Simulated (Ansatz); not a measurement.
Cost and result for the atomization energy of CH7BFGeN (`B[NH][GeH]([CH3])[F]`) (12 atoms, 11 bonds).

```xyz
12

B     0.850    2.188   -0.079
N     0.085    1.118    0.388
Ge   -0.391   -0.361   -0.593
C    -0.244   -1.984    0.445
F    -2.091   -0.193   -0.952
H     1.095    3.107    0.649
H     1.259    2.160   -1.206
H    -0.257    1.156    1.338
H     0.353   -0.299   -1.929
H    -0.616   -2.830   -0.134
H     0.796   -2.168    0.718
H    -0.840   -1.894    1.354
```

The species carries charge 0 and has multiplicity 1. Correlated methods include outer-core shells of Ge, which these sets cover unevenly. Scalar relativity is left out up to krypton. The structure was optimised at the PBE0-D4/def2-TZVP level. It is one conformer, not always the lowest. Program: Ansatz. All runs use 4 threads of a server CPU on a shared host. Times are those of one run each, without the atoms' runs, and a repeat can differ threefold. Electronic energies, without spin–orbit coupling; frozen cores. CCSD(T)/CBS adds CCSD(T) − MP2 in def2-TZVPP to the MP2 limit, and its time is that of the two runs behind it. T1 = 0.012. With those shells the extrapolation isn't a true limit.

CCSD(T)/CBS is a level of theory with its own doubt, some kJ/mol a heavy atom from the limit and from the frozen cores, so smaller differences don't rank the functionals.

| level | functions | wall time |
| --- | --- | --- |
| revPBE-D4/def2-TZVPP | 270 | 2.7 s |
| BLYP-D4/def2-TZVPP | 270 | 2.9 s |
| PBE-D4/def2-TZVPP (with forces) | 270 | 3.6 s |
| BHLYP-D4/def2-TZVPP | 270 | 4 s |
| PBE0-D4/def2-TZVPP | 270 | 4.1 s |
| r2SCAN-D4/def2-TZVPP (with forces) | 270 | 4.7 s |
| CAM-B3LYP-D4/def2-TZVPP | 270 | 5 s |
| PBE-QIDH/def2-TZVPP | 270 | 9.5 s |
| ωB97X-V/def2-TZVPP | 270 | 10 s |
| CCSD(T)/def2-SVP | 123 | 16 s |
| MP2/def2-QZVPP | 527 | 40 s |
| CCSD(T)/def2-TZVPP | 270 | 5.2 min |
| CCSD(T)/CBS(def2) | – | 5.9 min |

(1) What atomization energy does each give, and how far from CCSD(T)/CBS? (Estimate.)

Results:

(1) Computed: 
| level | atomization (kcal/mol) | difference from CCSD(T)/CBS | per bond |
| --- | --- | --- | --- |
| revPBE-D4/def2-TZVPP | 1020.8 | -13.6 | -1.2 |
| BLYP-D4/def2-TZVPP | 1031.0 | -3.4 | -0.3 |
| PBE-D4/def2-TZVPP (with forces) | 1045.9 | 11.5 | 1.1 |
| BHLYP-D4/def2-TZVPP | 1009.3 | -25.1 | -2.3 |
| PBE0-D4/def2-TZVPP | 1030.5 | -3.9 | -0.4 |
| r2SCAN-D4/def2-TZVPP (with forces) | 1034.8 | 0.4 | 0.0 |
| CAM-B3LYP-D4/def2-TZVPP | 1041.1 | 6.7 | 0.6 |
| PBE-QIDH/def2-TZVPP | 1026.9 | -7.5 | -0.7 |
| ωB97X-V/def2-TZVPP | 1038.4 | 4.0 | 0.4 |
| CCSD(T)/def2-SVP | 977.2 | -57.2 | -5.2 |
| MP2/def2-QZVPP | 1038.6 | 4.2 | 0.4 |
| CCSD(T)/def2-TZVPP | 1011.7 | -22.7 | -2.1 |
| CCSD(T)/CBS(def2) | 1034.4 | 0.0 | 0.0 |

From BLYP to BHLYP (50 % exact exchange), in def2-TZVPP and without D4, the atomization energy moves by −16.7 kcal/mol: exact exchange takes away binding that semilocal exchange gives to molecules. In def2-TZVPP, CCSD(T) changes the Hartree–Fock value by +246.3 kcal/mol (the triples alone add +13.4 kcal/mol) and MP2 by +259.8 kcal/mol; breaking electron pairs costs correlation energy, which Hartree–Fock lacks. The D4 term adds +8.4 kcal/mol with B3LYP and +4.4 kcal/mol with PBE0; it sums over pairs of atoms, weighted by their polarisabilities, and B3LYP, whose exchange is more repulsive, gets the larger term.

B3LYP here is the variant with VWN-RPA as its local correlation; programs differ in this.
